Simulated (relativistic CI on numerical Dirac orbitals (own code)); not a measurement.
Hyperfine structure of S IX, mass number 33

Calculated at this level of theory: Dirac-Coulomb-Breit CI, orbitals from a KLI potential per configuration, model QED, unscaled Slater integrals (own radial code, finite nucleus).

Configuration list (outside the closed core 1s2): 2s²2p⁴, 2s2p⁵, 2p⁶, 2s²2p³3s, 2s²2p³3p, 2p⁵3s, 2p⁵3p, 2s²2p³3d, 2p⁵3d, 2s2p⁴3s, 2s2p⁴3p, 2s²2p³4s, 2s2p⁴3d, 2s²2p³4p, 2s²2p³4d, 2s²2p³4f. Levels of other configurations are missing.

Nuclear spin I = 3/2, μ = 0.64325 μN, Q = -0.0694 b (tables of Stone and Pyykkö). The electronic factors are computed for point nuclear moments, without core polarisation or the Bohr-Weisskopf and QED corrections.

| Level | E (eV) | A (MHz) | B (MHz) |
| --- | --- | --- | --- |
| 2s²2p⁴ ³P2 | 0.000 | 2322 | -602 |
| 2s²2p⁴ ³P1 | 0.984 | 64.68 | 304 |
| 2s²2p⁴ ¹D2 | 7.555 | 4018 | 1220 |
| 2s2p⁵ ³P°2 | 55.961 | 10720 | 600 |
| 2s2p⁵ ³P°1 | 56.828 | 12250 | -303 |
| 2s2p⁵ ¹P°1 | 78.425 | 4662 | 608 |
| 2s²2p³3s ⁵S°2 | 216.682 | 2049 | -0.113 |
| 2s²2p³3s ³S°1 | 220.412 | -1817 | -0.374 |

Levels with J = 0, under 50 % of one LS term, or S terms without an open s electron are left out. Small factors come from cancelling terms and can be off by tens of per cent or more.

At this charge configurations can still be misplaced by up to about 7 % of their energy.

(1) Give the hyperfine levels of 2s²2p⁴ ³P2 relative to its centre of gravity.

Answers

(1) With K = F(F + 1) − I(I + 1) − J(J + 1), E = AK/2 + B[¾K(K + 1) − I(I + 1)J(J + 1)]/[2I(2I − 1)J(2J − 1)]: F = 1/2: -10980, F = 3/2: -6967, F = 5/2: -784.9, F = 7/2: 6817 MHz.
